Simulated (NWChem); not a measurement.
All runs are NWChem calculations. System: CBr$_{2}$ClF, charge 0, spin multiplicity 1, at a geometry optimised with B3LYP/def2-SVP. The structure started from a generated list of species. Level: BP86/def2-TZVP.

Job file:

```
start mol
memory heap 200 mb stack 800 mb global 1000 mb
geometry units angstroms nocenter noautoz
  F     -0.550942     1.681408     0.000000
  C     -0.405126     0.358641     0.000000
  Cl    -2.011645    -0.400839     0.000000
  Br     0.594103    -0.149575    -1.611144
  Br     0.594103    -0.149575     1.611144
  symmetry group Cs
end
basis spherical
  * library def2-tzvp
end
dft
  xc becke88 perdew86
  semidirect memsize 60000000 filesize 0
  iterations 100
end
task dft energy
```

NWChem printed:

```
             Northwest Computational Chemistry Package (NWChem) 7.3.0
             --------------------------------------------------------

                                NWChem Input Module
                                -------------------

 Scaling coordinates for geometry "geometry" by  1.889725989
 (inverse scale =  0.529177249)

 Turning off AUTOSYM since
 SYMMETRY directive was detected!

                             Geometry "geometry" -> ""
                             -------------------------

 Output coordinates in angstroms (scale by  1.889725989 to convert to a.u.)

  No.       Tag          Charge          X              Y              Z
 ---- ---------------- ---------- -------------- -------------- --------------
    1 F                    9.0000    -0.55094200     1.68140800     0.00000000
    2 C                    6.0000    -0.40512600     0.35864100     0.00000000
    3 Cl                  17.0000    -2.01164500    -0.40083900     0.00000000
    4 Br                  35.0000     0.59410300    -0.14957500    -1.61114400
    5 Br                  35.0000     0.59410300    -0.14957500     1.61114400

 Effective nuclear repulsion energy (a.u.)     726.6834831150

            Nuclear Dipole moment (a.u.)
            ----------------------------
        X                 Y               Z
 ---------------- ---------------- ----------------
     0.0000207870     0.0000094486     0.0000000000

      Symmetry information
      --------------------

 Group name             Cs
 Group number              2
 Group order               2
 No. of unique centers     4

      Symmetry unique atoms

     1    2    3    4


 Summary of "ao basis" -> "" (spherical)
 ------------------------------------------------------------------------------
       Tag                 Description            Shells   Functions and Types
 ---------------- ------------------------------  ------  ---------------------
 *                         def2-tzvp                  on all atoms

  perdew86 is a nonlocal functional; adding perdew81 local functional.

                                 NWChem DFT Module
                                 -----------------

 Summary of "ao basis" -> "ao basis" (spherical)
 ------------------------------------------------------------------------------
       Tag                 Description            Shells   Functions and Types
 ---------------- ------------------------------  ------  ---------------------
 F                         def2-tzvp                11       31   5s3p2d1f
 C                         def2-tzvp                11       31   5s3p2d1f
 Cl                        def2-tzvp                13       37   5s5p2d1f
 Br                        def2-tzvp                16       48   6s5p4d1f

 Summary of "ao basis" -> "ao basis" (spherical)
 ------------------------------------------------------------------------------
       Tag                 Description            Shells   Functions and Types
 ---------------- ------------------------------  ------  ---------------------
 F                         def2-tzvp                11       31   5s3p2d1f
 C                         def2-tzvp                11       31   5s3p2d1f
 Cl                        def2-tzvp                13       37   5s5p2d1f
 Br                        def2-tzvp                16       48   6s5p4d1f

      Symmetry analysis of basis
      --------------------------

        a'        115
        a"         80

            General Information
[...]
 d= 0,ls=0.0,diis     5  -5747.1047483398 -1.93D-02  2.29D-04  1.77D-02    24.3
  Resetting Diis
 d= 0,ls=0.0,diis     6  -5747.1059865871 -1.24D-03  4.23D-05  1.30D-04    26.4
 d= 0,ls=0.0,diis     7  -5747.1060001056 -1.35D-05  3.44D-05  1.85D-05    28.9
 d= 0,ls=0.0,diis     8  -5747.1059966675  3.44D-06  2.28D-05  4.28D-05    31.2
 d= 0,ls=0.0,diis     9  -5747.1060022189 -5.55D-06  3.00D-06  1.71D-06    33.4
 d= 0,ls=0.0,diis    10  -5747.1060023431 -1.24D-07  1.04D-06  7.62D-08    35.6

         Total DFT energy =    -5747.106002343067
      One electron energy =    -9439.016010453459
           Coulomb energy =     3192.524064166773
    Exchange-Corr. energy =     -227.297539171338
 Nuclear repulsion energy =      726.683483114955

 Numeric. integr. density =      101.999998208553

     Total iterative time =     31.8s

                  Occupations of the irreducible representations
                  ----------------------------------------------

                     irrep           alpha         beta
                     --------     --------     --------
                     a'               30.0         30.0
                     a"               21.0         21.0

                       DFT Final Molecular Orbital Analysis
                       ------------------------------------

 Vector   49  Occ=2.000000D+00  E=-2.851307D-01  Symmetry=a'
              MO Center= -5.2D-02, -1.5D-01,  1.1D-13, r^2= 4.6D+00
   Bfn.  Coefficient  Atom+Function         Bfn.  Coefficient  Atom+Function
  ----- ------------  ---------------      ----- ------------  ---------------
   116      0.257928  4 Br py               164      0.257928  5 Br py
    78     -0.218848  3 Cl py               115      0.193088  4 Br px
   163      0.193088  5 Br px                77      0.190407  3 Cl px
   110     -0.178738  4 Br py               158     -0.178738  5 Br py
   113      0.164317  4 Br py               161      0.164317  5 Br py

 Vector   50  Occ=2.000000D+00  E=-2.768924D-01  Symmetry=a"
              MO Center=  3.5D-01, -1.2D-01, -1.2D-13, r^2= 4.4D+00
   Bfn.  Coefficient  Atom+Function         Bfn.  Coefficient  Atom+Function
  ----- ------------  ---------------      ----- ------------  ---------------
   116      0.341534  4 Br py               164     -0.341534  5 Br py
   110     -0.236485  4 Br py               158      0.236485  5 Br py
   113      0.218315  4 Br py               161     -0.218315  5 Br py
   119      0.204291  4 Br py               167     -0.204291  5 Br py
    79     -0.171347  3 Cl pz                82     -0.116912  3 Cl pz

 Vector   51  Occ=2.000000D+00  E=-2.667792D-01  Symmetry=a"
              MO Center=  3.3D-01, -1.6D-01, -4.2D-14, r^2= 4.5D+00
   Bfn.  Coefficient  Atom+Function         Bfn.  Coefficient  Atom+Function
  ----- ------------  ---------------      ----- ------------  ---------------
   115      0.293329  4 Br px               163     -0.293329  5 Br px
   117      0.225989  4 Br pz               165      0.225989  5 Br pz
   109     -0.202047  4 Br px               157      0.202047  5 Br px
    79     -0.189037  3 Cl pz               112      0.187085  4 Br px
   160     -0.187085  5 Br px               118      0.177418  4 Br px

 Vector   52  Occ=0.000000D+00  E=-1.202151D-01  Symmetry=a'
              MO Center=  4.7D-02, -1.5D-01,  3.6D-13, r^2= 4.4D+00
   Bfn.  Coefficient  Atom+Function         Bfn.  Coefficient  Atom+Function
  ----- ------------  ---------------      ----- ------------  ---------------
    35      0.637061  2 C  s                 34      0.273658  2 C  s
   120     -0.269713  4 Br pz               168      0.269713  5 Br pz
    80     -0.227261  3 Cl px               117     -0.224662  4 Br pz
   165      0.224662  5 Br pz                36      0.204676  2 C  s
    77     -0.194668  3 Cl px                38     -0.168677  2 C  py

 Vector   53  Occ=0.000000D+00  E=-6.803153D-02  Symmetry=a"
              MO Center=  8.1D-02,  5.8D-02, -1.8D-13, r^2= 4.0D+00
   Bfn.  Coefficient  Atom+Function         Bfn.  Coefficient  Atom+Function
  ----- ------------  ---------------      ----- ------------  ---------------
    39      0.435595  2 C  pz                42      0.414554  2 C  pz
    45      0.347999  2 C  pz               105      0.259816  4 Br s
   153     -0.259816  5 Br s                120      0.245922  4 Br pz
   168      0.245922  5 Br pz               118     -0.243550  4 Br px
   166      0.243550  5 Br px                82     -0.161568  3 Cl pz

 Vector   54  Occ=0.000000D+00  E=-4.527473D-02  Symmetry=a'
              MO Center= -1.0D+00, -5.2D-02,  2.2D-14, r^2= 3.2D+00
   Bfn.  Coefficient  Atom+Function         Bfn.  Coefficient  Atom+Function
  ----- ------------  ---------------      ----- ------------  ---------------
    40      0.450936  2 C  px                80      0.450296  3 Cl px
    37      0.419786  2 C  px                67      0.383991  3 Cl s
    43      0.310317  2 C  px                35     -0.278478  2 C  s
    77      0.266784  3 Cl px                81      0.246279  3 Cl py
    66      0.182572  3 Cl s                120     -0.178792  4 Br pz

 center of mass
 --------------
 x =   0.07769648 y =  -0.01402769 z =   0.00000000

 moments of inertia (a.u.)
 ------------------
        1711.713062837895          18.855920553113           0.000000000000
          18.855920553113        2214.667049223651           0.000000000000
           0.000000000000           0.000000000000         963.167353819269

     Multipole analysis of the density
     ---------------------------------

     L   x y z        total         alpha         beta         nuclear
     -   - - -        -----         -----         ----         -------
     0   0 0 0     -0.000000    -51.000000    -51.000000    102.000000

     1   1 0 0     -0.007100     -0.003560     -0.003560      0.000021
     1   0 1 0     -0.092091     -0.046050     -0.046050      0.000009
     1   0 0 1     -0.000000     -0.000000     -0.000000      0.000000

     2   2 0 0    -43.147041   -195.159114   -195.159114    347.171187
     2   1 1 0      0.087580      3.117623      3.117623     -6.147666
     2   1 0 1      0.000000      0.000000      0.000000      0.000000
     2   0 2 0    -44.692665    -76.829072    -76.829072    108.965478
     2   0 1 1     -0.000000     -0.000000     -0.000000      0.000000
     2   0 0 2    -42.816317   -345.848188   -345.848188    648.880059

 Task  times  cpu:       35.7s     wall:       35.7s

 Total times  cpu:       35.7s     wall:       35.7s
```
